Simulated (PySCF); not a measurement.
Vertical excitations of a molecule C2H5ClF2Si from TDDFT-PBE/def2-SVPD (PySCF 2.14.0), as energy in eV (oscillator strength): 6.17 (0.001), 6.85 (0.008), 6.94 (0.006), 7.43 (0.053), 7.47 (0.006), 7.52 (0.080), 7.64 (0.009), 7.74 (0.014), 7.95 (0.004), 8.11 (0.028). Lowest triplet (TDA): 5.85 eV. Coordinates come from a PBE0-D3(BJ)/def2-SVP optimisation. One conformer was computed; it need not be the lowest.

### Question
Pick the molecule that these values belong to.
(A) CC[Si](F)(F)Cl
(B) FC(F)C[SiH2]Cl
(C) CC(F)(F)[SiH2]Cl
(D) FC[SiH](Cl)CF

### Answer
C, CC(F)(F)[SiH2]Cl
